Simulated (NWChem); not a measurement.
Everything below was run with NWChem. System: bromotrifluoromethane (CBrF$_{3}$), charge 0, spin multiplicity 1, at a geometry optimised with PBE0/def2-SVP. Level: RHF/6-31G* (spherical d).

Job file:

```
start mol
memory heap 200 mb stack 900 mb global 1100 mb
geometry units angstroms nocenter noautoz
  F      1.295733    -0.553263     1.072485
  C      0.814013     0.041935     0.000000
  F      1.295733    -0.553263    -1.072485
  F      1.200132     1.301877     0.000000
  Br    -1.114528    -0.057422     0.000000
  symmetry group Cs
end
basis spherical
  * library 6-31g*
end
scf
  rhf
  nopen 0
  maxiter 100
  thresh 1e-7
  semidirect memsize 60000000 filesize 0
end
task scf energy
```

NWChem printed:

```
             Northwest Computational Chemistry Package (NWChem) 7.3.0
             --------------------------------------------------------

                                NWChem Input Module
                                -------------------

 Scaling coordinates for geometry "geometry" by  1.889725989
 (inverse scale =  0.529177249)

 Turning off AUTOSYM since
 SYMMETRY directive was detected!

                             Geometry "geometry" -> ""
                             -------------------------

 Output coordinates in angstroms (scale by  1.889725989 to convert to a.u.)

  No.       Tag          Charge          X              Y              Z
 ---- ---------------- ---------- -------------- -------------- --------------
    1 F                    9.0000     1.29573300    -0.55326300     1.07248500
    2 C                    6.0000     0.81401300     0.04193500     0.00000000
    3 F                    9.0000     1.29573300    -0.55326300    -1.07248500
    4 F                    9.0000     1.20013200     1.30187700     0.00000000
    5 Br                  35.0000    -1.11452800    -0.05742200     0.00000000

 Effective nuclear repulsion energy (a.u.)     368.8456795699

            Nuclear Dipole moment (a.u.)
            ----------------------------
        X                 Y               Z
 ---------------- ---------------- ----------------
    -0.0000377945    -0.0000018897     0.0000000000

      Symmetry information
      --------------------

 Group name             Cs
 Group number              2
 Group order               2
 No. of unique centers     4

      Symmetry unique atoms

     1    2    4    5


 Summary of "ao basis" -> "" (spherical)
 ------------------------------------------------------------------------------
       Tag                 Description            Shells   Functions and Types
 ---------------- ------------------------------  ------  ---------------------
 *                           6-31g*                   on all atoms

 Summary of "ao basis" -> "ao basis" (spherical)
 ------------------------------------------------------------------------------
       Tag                 Description            Shells   Functions and Types
 ---------------- ------------------------------  ------  ---------------------
 F                           6-31g*                  6       14   3s2p1d
 C                           6-31g*                  6       14   3s2p1d
 Br                          6-31g*                 12       32   5s4p3d

                                 NWChem SCF Module
                                 -----------------

  ao basis        = "ao basis"
  functions       =    88
  atoms           =     5
  closed shells   =    34
  open shells     =     0
  charge          =   0.00
  wavefunction    = RHF
  use symmetry    = T
  symmetry adapt  = T

 Summary of "ao basis" -> "ao basis" (spherical)
 ------------------------------------------------------------------------------
       Tag                 Description            Shells   Functions and Types
 ---------------- ------------------------------  ------  ---------------------
 F                           6-31g*                  6       14   3s2p1d
 C                           6-31g*                  6       14   3s2p1d
 Br                          6-31g*                 12       32   5s4p3d

      Symmetry analysis of basis
      --------------------------

        a'         56
        a"         32

 Forming initial guess at       0.1s

      Superposition of Atomic Density Guess
      -------------------------------------

 Sum of atomic energies:       -2907.86452875

      Non-variational initial energy
      ------------------------------

 Total energy =   -2909.129981
 1-e energy   =   -4785.657812
 2-e energy   =    1507.682151
 HOMO         =      -0.390826
 LUMO         =       0.090540

      Symmetry analysis of molecular orbitals - initial
      -------------------------------------------------

  Numbering of irreducible representations:

     1 a'          2 a"

  Orbital symmetries:

     1 a'          2 a'          3 a'          4 a'          5 a"
     6 a'          7 a"          8 a'          9 a'         10 a'
    11 a'         12 a'         13 a"         14 a'         15 a'
    16 a"         17 a'         18 a"         19 a'         20 a'
    21 a"         22 a'         23 a'         24 a'         25 a"
    26 a'         27 a'         28 a"         29 a'         30 a"
    31 a"         32 a'         33 a"         34 a'         35 a'
    36 a"         37 a'         38 a'         39 a'         40 a"
    41 a'         42 a'         43 a'         44 a'

 Starting SCF solution at       2.3s

 ----------------------------------------------
         Quadratically convergent ROHF

 Convergence threshold     :          1.000E-07
 Maximum no. of iterations :          100
 Final Fock-matrix accuracy:          1.000E-09
 ----------------------------------------------

              iter       energy          gnorm     gmax       time
             ----- ------------------- --------- --------- --------
                 1    -2908.0978409907  1.76D+00  4.94D-01      2.4
                 2    -2908.2649528186  3.04D-01  9.51D-02      2.5
                 3    -2908.2738960691  2.68D-02  6.85D-03      2.8
                 4    -2908.2739648918  5.80D-04  1.81D-04      3.1
                 5    -2908.2739649300  1.53D-07  3.61D-08      3.5
                 6    -2908.2739649300  3.42D-09  1.13D-09      3.8

       Final RHF  results
       ------------------

         Total SCF energy =  -2908.273964930045
      One-electron energy =  -4784.509838156794
      Two-electron energy =   1507.390193656865
 Nuclear repulsion energy =    368.845679569884

        Time for solution =      1.5s

       Symmetry analysis of molecular orbitals - final
       -----------------------------------------------

  Numbering of irreducible representations:

     1 a'          2 a"

  Orbital symmetries:

     1 a'          2 a'          3 a'          4 a"          5 a'
     6 a"          7 a'          8 a'          9 a'         10 a'
    11 a'         12 a"         13 a'         14 a'         15 a"
    16 a'         17 a'         18 a"         19 a'         20 a"
    21 a'         22 a'         23 a'         24 a"         25 a'
    26 a'         27 a'         28 a"         29 a"         30 a'
    31 a"         32 a'         33 a"         34 a'         35 a'
    36 a"         37 a'         38 a'         39 a'         40 a"
    41 a'         42 a'         43 a'         44 a"

             Final eigenvalues
             -----------------

              1
    1 -490.0501
    2  -65.2295
    3  -58.5883
    4  -58.5865
    5  -58.5865
    6  -26.3700
    7  -26.3700
    8  -26.3700
    9  -11.5783
   10   -9.8891
   11   -7.5026
   12   -7.4925
   13   -7.4925
   14   -3.2233
   15   -3.2186
   16   -3.2186
   17   -3.2076
   18   -3.2076
   19   -1.7713
   20   -1.6699
   21   -1.6699
   22   -1.0955
   23   -0.9656
   24   -0.8589
   25   -0.8589
   26   -0.8140
   27   -0.7352
   28   -0.7352
   29   -0.6907
   30   -0.6907
   31   -0.6722
   32   -0.5497
   33   -0.4528
   34   -0.4528
   35    0.1160
   36    0.3411
   37    0.3411
   38    0.3648
   39    0.4345
   40    0.4714
   41    0.4714
   42    0.4836
   43    0.6769
   44    0.6769

                       ROHF Final Molecular Orbital Analysis
                       -------------------------------------

 Vector   32  Occ=2.000000D+00  E=-5.497187D-01  Symmetry=a'
              MO Center= -1.8D-01, -9.2D-03, -7.5D-15, r^2= 2.6D+00
   Bfn.  Coefficient  Atom+Function         Bfn.  Coefficient  Atom+Function
  ----- ------------  ---------------      ----- ------------  ---------------
    67      0.568351  5 Br px                17     -0.290880  2 C  px
    20      0.281947  2 C  s                 63     -0.255450  5 Br px
     3      0.225071  1 F  px                31      0.225071  3 F  px
    45      0.222062  4 F  px                 7      0.180947  1 F  px
    35      0.180947  3 F  px                49      0.177540  4 F  px

 Vector   33  Occ=2.000000D+00  E=-4.527540D-01  Symmetry=a"
              MO Center= -1.0D+00, -5.9D-02,  1.2D-11, r^2= 1.6D+00
   Bfn.  Coefficient  Atom+Function         Bfn.  Coefficient  Atom+Function
  ----- ------------  ---------------      ----- ------------  ---------------
    69      0.786558  5 Br pz                65     -0.347615  5 Br pz
    73      0.334391  5 Br pz

 Vector   34  Occ=2.000000D+00  E=-4.527538D-01  Symmetry=a'
              MO Center= -1.0D+00, -4.9D-02, -9.1D-12, r^2= 1.6D+00
   Bfn.  Coefficient  Atom+Function         Bfn.  Coefficient  Atom+Function
  ----- ------------  ---------------      ----- ------------  ---------------
    68      0.785517  5 Br py                64     -0.347155  5 Br py
    72      0.333948  5 Br py

 Vector   35  Occ=0.000000D+00  E= 1.159894D-01  Symmetry=a'
              MO Center= -8.1D-01, -4.2D-02, -3.7D-15, r^2= 2.9D+00
   Bfn.  Coefficient  Atom+Function         Bfn.  Coefficient  Atom+Function
  ----- ------------  ---------------      ----- ------------  ---------------
    20      1.136895  2 C  s                 71     -1.021512  5 Br px
    70     -0.574515  5 Br s                 21     -0.551177  2 C  px
    17     -0.428522  2 C  px                67     -0.378736  5 Br px
    66      0.189808  5 Br s                 63      0.178876  5 Br px
    16      0.170398  2 C  s

 Vector   36  Occ=0.000000D+00  E= 3.411196D-01  Symmetry=a"
              MO Center=  3.4D-01,  6.3D-02, -1.6D-10, r^2= 2.6D+00
   Bfn.  Coefficient  Atom+Function         Bfn.  Coefficient  Atom+Function
  ----- ------------  ---------------      ----- ------------  ---------------
    23      1.388462  2 C  pz                 6     -0.692633  1 F  s
    34      0.692633  3 F  s                 19      0.475115  2 C  pz
    73     -0.426520  5 Br pz                51     -0.293575  4 F  pz
     8     -0.274174  1 F  py                36      0.274174  3 F  py
    87     -0.216859  5 Br d  1               7      0.208078  1 F  px

 Vector   37  Occ=0.000000D+00  E= 3.411201D-01  Symmetry=a'
              MO Center=  3.4D-01, -2.8D-02, -9.5D-12, r^2= 2.6D+00
   Bfn.  Coefficient  Atom+Function         Bfn.  Coefficient  Atom+Function
  ----- ------------  ---------------      ----- ------------  ---------------
    22      1.386622  2 C  py                48     -0.799765  4 F  s
    18      0.474486  2 C  py                72     -0.425956  5 Br py
     6      0.399912  1 F  s                 34      0.399912  3 F  s
    50      0.374512  4 F  py                 9     -0.284528  1 F  pz
    37      0.284528  3 F  pz                84      0.218790  5 Br d -2

 center of mass
 --------------
 x =  -0.09221653 y =  -0.00475109 z =   0.00000000

 moments of inertia (a.u.)
 ------------------
         313.608726511281         -28.390890365867           0.000000000000
         -28.390890365867         863.230441897470           0.000000000000
           0.000000000000           0.000000000000         864.693621486964

  Mulliken analysis of the total density
  --------------------------------------

    Atom       Charge   Shell Charges
 -----------   ------   -------------------------------------------------------
    1 F    9     9.37   2.00  0.94  3.30  1.04  2.07  0.02
    2 C    6     4.88   2.00  0.66  1.64  0.16  0.24  0.19
    3 F    9     9.37   2.00  0.94  3.30  1.04  2.07  0.02
    4 F    9     9.37   2.00  0.94  3.30  1.04  2.07  0.02
    5 Br  35    35.02   2.00  2.00  6.00  2.00  5.99  1.56  3.79  0.40  1.24  6.97  2.93  0.15

       Multipole analysis of the density wrt the origin
       ------------------------------------------------

     L   x y z        total         open         nuclear
     -   - - -        -----         ----         -------
     0   0 0 0     -0.000000      0.000000     68.000000

     1   1 0 0     -0.174152      0.000000     -0.000038
     1   0 1 0     -0.008979      0.000000     -0.000002
     1   0 0 1      0.000000      0.000000      0.000000

     2   2 0 0    -27.354472      0.000000    323.664234
     2   1 1 0      0.093905      0.000000     12.865533
     2   1 0 1      0.000000      0.000000      0.000000
     2   0 2 0    -29.172623      0.000000     74.598494
     2   0 1 1     -0.000000      0.000000      0.000000
     2   0 0 2    -29.177447      0.000000     73.935435

 Task  times  cpu:        3.8s     wall:        3.8s

 Total times  cpu:        3.9s     wall:        3.9s
```
